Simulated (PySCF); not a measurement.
All values below come from PBE-D3(BJ)/def2-TZVP // PBE-D3(BJ)/def2-SVP run with PySCF. All species are isolated molecules in the gas phase. One relaxed conformer stands for a flexible species; it need not be the lowest. 

Reference species: [Hf(F)4] (neutral, multiplicity 1).

```json
{
  "coordination_number": "4",
  "mean_distance_from_the_central_atom_to_its_bonded_neighbours": "1.915 Å",
  "LUMO": "-1.71 eV",
  "HOMO": "-10.09 eV"
}
```

Changed species: [Hf(F)3(OH)] (Y = OH; the reference has Y = F).

Task: Give the shifts of the coordination number, mean distance from the central atom to its bonded neighbours, LUMO and HOMO.

Result: the coordination number is nearly the same; the mean distance from the central atom to its bonded neighbours increases by 0.007 Å, to 1.922 Å; the LUMO rises by 0.35 eV, to -1.36 eV; the HOMO rises by 1.65 eV, to -8.44 eV.
